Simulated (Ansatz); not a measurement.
Gas-phase electronic energies from Ansatz, PBE0-D4/def2-TZVP geometries. CCSD(T)/CBS adds triple-zeta CCSD(T) − MP2 to the extrapolated MP2 energy (def2 sets, frozen cores). This one scheme is used for every species. Functionals use def2-TZVPP. B3LYP here is the variant with VWN-RPA as its local correlation; programs differ in this. Each species was taken in one conformer, which may not be the lowest.

Consider the formal hydrolysis of the Si–N bond: `N[SiH2][SiH](N)O` + H₂O → `N[SiH2][SiH](O)O` + NH₃.

```json
{"level": "PBE-D4", "ΔE (kcal/mol)": "-10.0", "difference from CCSD(T)/CBS": "0.0"}
{"level": "B3LYP-D4", "ΔE (kcal/mol)": "-10.7", "difference from CCSD(T)/CBS": "-0.7"}
{"level": "ωB97X-V", "ΔE (kcal/mol)": "-10.7", "difference from CCSD(T)/CBS": "-0.7"}
{"level": "ωB97M-V", "ΔE (kcal/mol)": "-10.6", "difference from CCSD(T)/CBS": "-0.6"}
{"level": "PBE", "ΔE (kcal/mol)": "-10.4", "difference from CCSD(T)/CBS": "-0.4"}
{"level": "B3LYP", "ΔE (kcal/mol)": "-11.3", "difference from CCSD(T)/CBS": "-1.3"}
{"level": "MP2/def2-QZVPP", "ΔE (kcal/mol)": "-10.0", "difference from CCSD(T)/CBS": "0.0"}
{"level": "HF/CBS(def2)", "ΔE (kcal/mol)": "-12.0", "difference from CCSD(T)/CBS": "-2.0"}
{"level": "MP2/CBS(def2)", "ΔE (kcal/mol)": "-9.7", "difference from CCSD(T)/CBS": "0.3"}
{"level": "CCSD/CBS(def2)", "ΔE (kcal/mol)": "-10.0", "difference from CCSD(T)/CBS": "0.0"}
{"level": "CCSD(T)/CBS", "ΔE (kcal/mol)": "-10.0", "difference from CCSD(T)/CBS": "0"}
```

Largest T1 diagnostic among the species: 0.012.

In def2-TZVPP, CCSD(T) changes the Hartree–Fock value by +1.3 kcal/mol (the triples alone add +0.1 kcal/mol) and MP2 by +1.6 kcal/mol.

CCSD(T)/CBS has its own doubt, a few kJ/mol and more with outer-core shells, so smaller differences from it don't rank the levels.
